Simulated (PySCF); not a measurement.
# Two-photon absorption: SMILES C1(Br)=C=CCCCCC1, C₈H₁₁Br

Geometry:
| atom | x (Å) | y (Å) | z (Å) |
| --- | --- | --- | --- |
| Br1 | 0.997 | 1.919 | 2.583 |
| C2 | 0.892 | 1.433 | 0.744 |
| C3 | -0.165 | 1.730 | 0.036 |
| C4 | -1.236 | 1.557 | -0.701 |
| C5 | -1.968 | 0.240 | -0.615 |
| C6 | -1.221 | -0.841 | 0.166 |
| C7 | 0.132 | -1.291 | -0.437 |
| C8 | 1.412 | -0.969 | 0.349 |
| C9 | 1.928 | 0.470 | 0.236 |
| H10 | -1.588 | 2.313 | -1.412 |
| H11 | -2.970 | 0.395 | -0.175 |
| H12 | -2.154 | -0.106 | -1.648 |
| H13 | -1.890 | -1.713 | 0.236 |
| H14 | -1.073 | -0.499 | 1.204 |
| H15 | 0.103 | -2.386 | -0.556 |
| H16 | 0.231 | -0.893 | -1.463 |
| H17 | 2.215 | -1.640 | -0.001 |
| H18 | 1.258 | -1.213 | 1.415 |
| H19 | 2.138 | 0.707 | -0.820 |
| H20 | 2.872 | 0.585 | 0.791 |

Computed, not measured: TDDFT CAM-B3LYP/aug-cc-pVDZ excited states, vertical, gas phase (PySCF 2.14.0). Geometry: PBE0-D3(BJ)/def2-SVP.

The calculation is non-relativistic, which matters for the atoms heavier than Zn.

**Question.** How strongly do the lowest singlets absorb one photon, and two photons of half the energy?

**Answer.** δ for parallel linear polarisation; σ at the peak of a Lorentzian of half width 0.1 eV, single beam; Ω is circular over linear.
| state | E (eV) | f | photon λ (nm) | δ (au) | σ (GM) | Ω | main |
| --- | --- | --- | --- | --- | --- | --- | --- |
| S1 | 4.65 | 0.000 | 533 | 8.4 | 0.07 | 0.53 | HOMO→LUMO+1 0.52, HOMO→LUMO 0.25 |
| S2 | 5.56 | 0.003 | 446 | 3.53 | 0.04 | 1.25 | HOMO−1→LUMO+5 0.31, HOMO−1→LUMO+1 0.20 |
| S3 | 5.90 | 0.056 | 421 | 29.3 | 0.37 | 0.97 | HOMO→LUMO+5 0.27, HOMO→LUMO+2 0.15 |
| S4 | 6.14 | 0.065 | 404 | 35 | 0.48 | 0.84 | HOMO−2→LUMO+1 0.28, HOMO−2→LUMO 0.14 |
| S5 | 6.26 | 0.036 | 396 | 201 | 2.89 | 0.51 | HOMO→LUMO 0.40, HOMO→LUMO+1 0.14 |
| S6 | 6.52 | 0.485 | 380 | 61 | 0.95 | 0.54 | HOMO−1→LUMO 0.30, HOMO→LUMO+2 0.14 |

Among these, the strongest one-photon state is S6, the strongest two-photon state S5, with a dipole change of 3.4 D (relaxed, norm of the difference vector).
